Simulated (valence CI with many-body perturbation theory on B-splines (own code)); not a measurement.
## Au XLIX in brief

Method: configuration interaction combined with many-body perturbation theory (CI+MBPT): three valence electrons over a frozen Dirac-Fock core [Ar] 3d10, a basis of 9 s, 9 p, 8 d, 6 f, 3 g, 1 h functions for each j, with the one-electron correlation potential Σ1, the two-electron term Σ2, the three-electron term Σ3, Breit, model QED; selected CI, second order for the rest, scaled by the run's own slope (own B-spline code, finite nucleus).

The last digits are not significant, and no measured levels were compared; by estimate large intervals hold to a few tenths of a per cent, small ones and those within an open d or f shell to about a per cent.

Levels are named by their leading jj configuration (3d3/2^4 stands for four electrons in 3d with j = 3/2), which in mixed levels can hold well under half, so a name can repeat and another be missing.

Rates and lifetimes use the calculated energies. Strong lines usually hold to 10 to 20 %, long lifetimes can be off by a factor of two.

(1) What is the ground level?

(2) Name the longest-lived excited levels whose lifetime is computed, and their main decay.

(3) What is the ionisation energy?

(4) What are the static dipole polarisabilities of the lowest levels?

(5) Where does the other parity begin?

(6) How well does LS coupling describe the low levels?

(7) Among levels below 580.78 eV, which E1 lines absorb most strongly from the ground level?

Answers

(1) (4s^2 4p1/2) J=1/2, composition 100 % 4s2.4p 2P°, g = 0.658.

(2) (4s 4p3/2 4d5/2) J=9/2 at 571.05 eV lives 83.5 ns, mostly by M1 to (4s 4p1/2 4d5/2) J=7/2; (4s^2 4p3/2) J=3/2 at 139.26 eV lives 60.5 ns, mostly by M1 to (4s^2 4p1/2) J=1/2.

(3) 2709 eV; NIST lists 2708 ± 4 eV (theoretical).

(4) (4s^2 4p1/2) J=1/2 0.0219 bohr³, of which the core gives 0.00150.

(5) At (4s 4p1/2^2) J=1/2, 109.91 eV.

(6) Among the lowest 20 levels the leading LS term, summed over configurations, holds 66 % on average. For single configurations the figures are 65 % in LS and 97 % in jj coupling. Terms mix most in the J = 3/2 level at 429.04 eV, where the leading one holds 36 %.

(7) to (4s^2 4d3/2) J=3/2 at 3.894 nm, f = 0.850; to (4s 4p1/2 4p3/2) J=3/2 at 4.830 nm, f = 0.429; to (4s 4p1/2 4p3/2) J=1/2 at 4.786 nm, f = 0.391.
